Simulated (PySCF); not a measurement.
Stepwise substitution at one centre (Al Br-NH2). Gas-phase values, no solvent. Strings in code marks are SMILES.

Level of theory: B3LYP-D3(BJ)/def2-TZVP (PySCF 2.14.0). B3LYP has the VWN-RPA correlation part, as in Gaussian. Excitations are Tamm–Dancoff values on a coarser integration grid. The basis has no diffuse functions, so Rydberg states are missing or too high.

```tsv
species	S1 oscillator strength	HOMO (eV)	S1 excitation (TDA) (eV)
0 of 3 Br replaced by NH2	0.000	-8.36	[?]
1 of 3 Br replaced by NH2	[?]	-7.73	5.54
2 of 3 Br replaced by NH2 (`[Al]([NH2])([NH2])[Br]`)	[?]	-7.02	5.44
3 of 3 Br replaced by NH2 (`[NH2][Al]([NH2])[NH2]`)	0.002	-6.45	5.39
```

Fill in the missing entries.


- 0 of 3 Br replaced by NH2, S1 excitation (TDA) (eV): 5.49
- 1 of 3 Br replaced by NH2, S1 oscillator strength: 0.009
- 2 of 3 Br replaced by NH2 (`[Al]([NH2])([NH2])[Br]`), S1 oscillator strength: 0.000
